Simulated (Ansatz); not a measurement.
Isolated molecules relaxed with PBE0-D4/def2-TZVP in Ansatz; ΔE leaves out vibrations. CCSD(T)/CBS adds triple-zeta CCSD(T) − MP2 to the extrapolated MP2 energy (def2 sets, frozen cores). DFT in def2-TZVPP. B3LYP here is the variant with VWN-RPA as its local correlation; programs differ in this. For Se, Zn outer-core shells are correlated without core-valence functions, which leaves a few kJ/mol of doubt a bond. Scalar relativity is left out up to krypton. Each species was taken in one conformer, which may not be the lowest.

Consider the cleavage of the B–Zn bond: `[BH2][Zn][F]` + `CC[SeH]` → `B[Se]CC` + `[F][ZnH]`.

```
             level  ΔE (kcal/mol)  difference from CCSD(T)/CBS
            PBE-D4          -28.0                         -0.6
         r2SCAN-D4          -28.3                         -0.9
           PBE0-D4          -27.7                         -0.3
          B3LYP-D4          -26.7                          0.7
           ωB97X-V          -26.2                          1.2
           ωB97M-V          -26.5                          0.9
            B2PLYP          -26.9                          0.5
               PBE          -27.2                          0.2
            r2SCAN          -28.1                         -0.7
              PBE0          -27.0                          0.4
             B3LYP          -25.5                          1.9
     HF/def2-TZVPP          -24.5                          2.9
    MP2/def2-TZVPP          -29.2                         -1.8
SCS-MP2/def2-TZVPP          -27.8                         -0.4
   CCSD/def2-TZVPP          -27.0                          0.4
CCSD(T)/def2-TZVPP          -28.0                         -0.6
     HF/def2-QZVPP          -24.3                          3.1
    MP2/def2-QZVPP          -28.8                         -1.4
SCS-MP2/def2-QZVPP          -27.3                          0.1
      HF/CBS(def2)          -24.3                          3.1
     MP2/CBS(def2)          -28.6                         -1.2
    CCSD/CBS(def2)          -26.4                          1.0
       CCSD(T)/CBS          -27.4                            0
```

Largest T1 diagnostic among the species: 0.018.

The D4 term adds −1.3 kcal/mol with B3LYP and −0.7 kcal/mol with PBE0; it sums over pairs of atoms, weighted by their polarisabilities, and B3LYP, whose exchange is more repulsive, gets the larger term. In def2-TZVPP, CCSD(T) changes the Hartree–Fock value by −3.5 kcal/mol (the triples alone add −1.0 kcal/mol) and MP2 by −4.7 kcal/mol.
